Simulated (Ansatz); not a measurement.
Consider the cleavage of the Si–In bond: `[SiH3][In]([Cl])[Cl]` + `NC(O)(F)F` → `OC(F)(F)N[SiH3]` + `[Cl][InH][Cl]`.

Program: Ansatz. Geometries: PBE0-D4/def2-TZVP. ΔE: electronic, gas phase. CCSD(T)/CBS adds triple-zeta CCSD(T) − MP2 to the extrapolated MP2 energy (def2 sets, frozen cores). Functionals use def2-TZVPP. Elements past krypton have def2 core potentials. For In outer-core shells are correlated without core-valence functions, which leaves a few kJ/mol of doubt a bond. One conformer a species, not always the lowest.

`[SiH3][In]([Cl])[Cl]`:

Z-matrix (Å, degrees):
```
Si
In 1 2.553
H 1 1.484 2 107.9
H 1 1.483 2 109.3 3 -120.1
H 1 1.484 2 108.4 3 119.2
Cl 2 2.327 1 124.2 3 -70.6
Cl 2 2.326 1 125.3 3 109.0
```

`NC(O)(F)F`:

```xyz
8

N     1.147    0.003   -0.294
C    -0.144   -0.258    0.186
O    -1.054    0.708   -0.139
F    -0.568   -1.452   -0.300
F    -0.100   -0.393    1.535
H     1.492    0.872    0.091
H     1.138    0.060   -1.304
H    -1.912    0.459    0.226
```

`OC(F)(F)N[SiH3]`:

Cartesian coordinates in Å:
```
O -1.320 -1.617 0.678
C -0.949 -0.505 -0.001
F -1.435 0.626 0.586
F -1.574 -0.522 -1.229
N 0.429 -0.405 -0.090
Si 1.340 1.074 -0.053
H -2.257 -1.774 0.512
H 0.883 -1.289 -0.248
H 2.726 0.651 -0.370
H 1.304 1.718 1.282
H 0.852 2.041 -1.067
```

`[Cl][InH][Cl]`:

Z-matrix (Å, degrees):
```
In
Cl 1 2.312
Cl 1 2.312 2 111.9
H 1 1.694 2 124.1 3 -180.0
```

```csv
species,ωB97X-V energy (Eh)
`[SiH3][In]([Cl])[Cl]`,-1401.77664
`NC(O)(F)F`,-369.63909
`OC(F)(F)N[SiH3]`,-660.31605
`[Cl][InH][Cl]`,-1111.10215
```

Question: Work out ΔE.

Answer: ΔE = (-660.31605) + (-1111.10215) − (-1401.77664) − (-369.63909) = -0.00247 Eh = -0.07 eV. CCSD(T)/CBS gives -0.01 eV.

Largest T1 diagnostic among the species: 0.013.

From PBE to PBE0 (25 % exact exchange), in def2-TZVPP and without D4, ΔE moves by −0.05 eV. In def2-TZVPP, CCSD(T) changes the Hartree–Fock value by +0.11 eV (the triples alone add +0.01 eV) and MP2 by +0.10 eV.
